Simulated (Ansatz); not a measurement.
System: sum formula SiN2H4Br2, net charge 0, singlet state. SMILES: N[Si](Br)(Br)N
Geometry from a B3LYP-D3(BJ)/def2-TZVP (Ansatz, a program for electronic structure) optimisation:
```xyz
9

Si     0.0041    -0.7417     0.0331
Br    -0.0880     0.5217    -1.8171
Br     0.0815     0.6825     1.7634
N      1.3802    -1.7114     0.2187
N     -1.3613    -1.7390    -0.0647
H      1.5669    -2.4490    -0.4435
H      2.2213    -1.3352     0.6254
H     -2.2063    -1.4098    -0.5029
H     -1.5403    -2.4167     0.6607
```
Charge 0, spin multiplicity 1.

Property: vertical triplet-singlet gap (E(triplet) - E(singlet); each state is the SCF solution reached for its spin; for the triplet the Hartree-Fock reference is unstable and T1 is 0.032), in kcal/mol. Valence correlation only, unless marked. UHF or UKS for open shells. No spin-orbit coupling. Frozen are the shells of the preceding noble gas and the d and f shells that filled before the atom's block. Non-relativistic.  The program attaches cautions to a run behind CCSD/def2-SVPD: other roots. The program attaches cautions to a run behind CCSD(T)/def2-SVPD: other roots.

```
level               program  vertical triplet-singlet gap (kcal/mol)
------------------  -------  ---------------------------------------
HF/def2-QZVPPD       Ansatz                                    134.7
SVWN5/def2-TZVPD     Ansatz                                    124.1
PBE/def2-TZVPD       Ansatz                                    123.1
r2SCAN/def2-TZVPD    Ansatz                                    134.5
B3LYP/def2-TZVPD     Ansatz                                    135.7
RI-MP2/def2-TZVPPD   Ansatz                                    160.0
RI-MP2/def2-QZVPPD   Ansatz                                    160.2
CCSD/def2-SVPD       Ansatz                                    156.2
CCSD(T)/def2-SVPD    Ansatz                                    152.8
```
